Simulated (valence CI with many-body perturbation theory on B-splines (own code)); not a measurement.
Eu¹³⁺: calculated level list

Method: configuration interaction combined with many-body perturbation theory (CI+MBPT): four valence electrons over a frozen Dirac-Fock core [Kr] 4d10, radial functions for each j: 7 s, 7 p, 7 d, 7 f, 4 g, 2 h, with the one-electron correlation potential Σ1 (screened to all orders), the two-electron term Σ2, the three-electron term Σ3, Breit, model QED; selected single and double excitations, second order for the rest, scaled by the run's own slope (own B-spline code, finite nucleus).

No measured spectrum was set against this ion. As an estimate, terms of the open shell hold to a few per cent of their energy, and close levels can change places; configurations with another count of f electrons can be misplaced by thousands of cm⁻¹.

Levels 46 to 90 of 203, with energies above the lowest level, 4f2 5s2 3H_4. "Leading %" is the weight of the configuration and term that name the level; weights of strongly mixed levels are sums over their largest components and can fall short. In the jj column 3d3/2^4 stands for four electrons in 3d with j = 3/2.

```tsv
No.	Configuration	Term	J	E (cm⁻¹)	Leading %	Leading jj	Second component
46	4f3 5s	3G°	5	64462	56	4f7/2^3 5s (72 %)	33 % 4f3 5s 1H°
47	4f3 5s	3D°	1	65040	42	4f5/2 4f7/2^2 5s (74 %)	39 % 4f3 5s 3S°
48	4f3 5s	3P°	0	66061	82	4f5/2^2 4f7/2 5s (70 %)	18 % 4f3 5s 5D°
49	4f3 5s	3D°	3	68156	88	4f5/2 4f7/2^2 5s (78 %)	10 % 4f3 5s 3F°
50	4f3 5s	3P°	1	68470	48	4f5/2^2 4f7/2 5s (48 %)	22 % 4f3 5s 3D°
51	4f3 5s	3G°	3	68861	95	4f5/2^2 4f7/2 5s (51 %)	
52	4f3 5s	1K°	7	69041	77	4f5/2^2 4f7/2 5s (67 %)	15 % 4f3 5s 3L°
53	4f3 5s	1G°	4	69675	36	4f7/2^3 5s (54 %)	35 % 4f3 5s 3F°
54	4f3 5s	3D°	2	70750	50	4f5/2 4f7/2^2 5s (44 %)	23 % 4f3 5s 3P°
55	4f3 5s	5D°	2	72588	72	4f5/2^2 4f7/2 5s (63 %)	13 % 4f3 5s 3D°
56	4f3 5s	3G°	4	72884	75	4f5/2 4f7/2^2 5s (46 %)	15 % 4f3 5s 1G°
57	4f3 5s	5D°	3	73028	83	4f5/2^2 4f7/2 5s (63 %)	14 % 4f3 5s 3D°
58	4f3 5s	5D°	1	73103	76	4f5/2 4f7/2^2 5s (46 %)	14 % 4f3 5s 3P°
59	4f3 5s	5D°	0	73727	82	4f5/2 4f7/2^2 5s (70 %)	18 % 4f3 5s 3P°
60	4f3 5s	3G°	5	75352	54	4f5/2^2 4f7/2 5s (61 %)	28 % 4f3 5s 3I°
61	4f3 5s	5D°	4	76684	98	4f5/2 4f7/2^2 5s (69 %)	
62	4f3 5s	1D°	2	76741	69	4f5/2 4f7/2^2 5s (52 %)	13 % 4f3 5s 3P°
63	4f3 5s	3I°	6	76791	79	4f5/2^2 4f7/2 5s (62 %)	17 % 4f3 5s 3H°
64	4f3 5s	3I°	5	76849	59	4f5/2 4f7/2^2 5s (71 %)	38 % 4f3 5s 3G°
65	4f3 5s	1P°	1	77846	72	4f7/2^3 5s (55 %)	17 % 4f3 5s 3D°
66	4f3 5s	3L°	7	77983	80	4f5/2 4f7/2^2 5s (50 %)	10 % 4f3 5s 1K°
67	4f3 5s	3L°	8	78468	92	4f5/2 4f7/2^2 5s (61 %)	4 % 4f3 5s 3K°
68	4f3 5s	3I°	7	78978	91	4f5/2 4f7/2^2 5s (89 %)	4 % 4f3 5s 1K°
69	4f3 5s	3L°	9	80220	100	4f5/2 4f7/2^2 5s (100 %)	
70	4f3 5s	3D°	1	82359	92	4f5/2^2 4f7/2 5s (48 %)	6 % 4f3 5s 5D°
71	4f3 5s	3H°	4	82818	95	4f5/2 4f7/2^2 5s (54 %)	
72	4f3 5s	3H°	6	83447	46	4f5/2 4f7/2^2 5s (57 %)	33 % 4f3 5s 1I°
73	4f3 5s	3H°	5	83958	83	4f5/2 4f7/2^2 5s (47 %)	8 % 4f3 5s 3I°
74	4f3 5s	3D°	2	84231	57	4f5/2^2 4f7/2 5s (39 %)	18 % 4f3 5s 3F°
75	4f3 5s	3D°	2	85975	62	4f5/2^2 4f7/2 5s (36 %)	29 % 4f3 5s 1D°
76	4f3 5s	3D°	3	85985	69	4f5/2 4f7/2^2 5s (41 %)	16 % 4f3 5s 5D°
77	4f3 5s	1L°	8	86945	95	4f5/2 4f7/2^2 5s (82 %)	
78	4f3 5s	1I°	6	87935	62	4f5/2 4f7/2^2 5s (67 %)	35 % 4f3 5s 3H°
79	4f3 5s	3D°	1	89950	95	4f5/2 4f7/2^2 5s (63 %)	
80	4f2 5s2	1S	0	89996	96	4f7/2^2 5s^2 (68 %)	
81	4f3 5s	3D°	3	91341	79	4f5/2 4f7/2^2 5s (72 %)	20 % 4f3 5s 3F°
82	4f3 5s	1H°	5	91928	88	4f5/2 4f7/2^2 5s (43 %)	5 % 4f3 5s 3I°
83	4f3 5s	3F°	2	91970	58	4f5/2 4f7/2^2 5s (79 %)	38 % 4f3 5s 3D°
84	4f3 5s	3F°	3	95147	62	4f7/2^3 5s (54 %)	32 % 4f3 5s 3D°
85	4f3 5s	3F°	4	96401	96	4f7/2^3 5s (42 %)	
86	4f3 5s	1D°	2	97477	55	4f7/2^3 5s (70 %)	24 % 4f3 5s 3D°
87	4f4	5I	4	98743	96	4f5/2^3 4f7/2 (39 %)	
88	4f4	5I	5	101310	98	4f5/2^3 4f7/2 (64 %)	
89	4f3 5s	1F°	3	102970	88	4f5/2 4f7/2^2 5s (44 %)	4 % 4f3 5s 3F°
90	4f4	5I	6	104050	98	4f5/2^2 4f7/2^2 (71 %)
```

Names give the largest LS component (configuration and term), which can be under half, so a name can repeat, a term be missing and a line seem to break the LS rules; names also repeat where a configuration has a term twice.

Where two levels of one J and parity lie close, their mixing, g and order are uncertain.
